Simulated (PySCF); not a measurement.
Ge(H)3(NH2) (GeH5N), SMILES [NH2][GeH3].

Geometry optimised at PBE0-D3(BJ)/def2-TZVP.

Vertical ionisation energy (IE) and electron affinity (EA) in eV. Rows of orbital energies are one-electron estimates. Where ΔSCF, EOM or ADC give a negative EA the extra electron is unbound and the value depends on the basis.

| level | IE | EA |
|---|---|---|
| −ε(HOMO), −ε(LUMO), ωB97X/def2-TZVPD (PySCF) | 9.83 | -1.79 |
| ADC(2)/aug-cc-pVDZ (PySCF) | 8.99 | -0.66 |

Problem. Beyond the first one, list the lowest photoelectron lines from ADC(2)/aug-cc-pVDZ (PySCF) with their pole strengths (two spins summed). (The exact figures need the calculation; the answer reports its results.)

Solution. 12.07 eV (1.83), 12.10 eV (1.86), 12.86 eV (1.79), 15.62 eV (1.76), 18.26 eV (1.78).
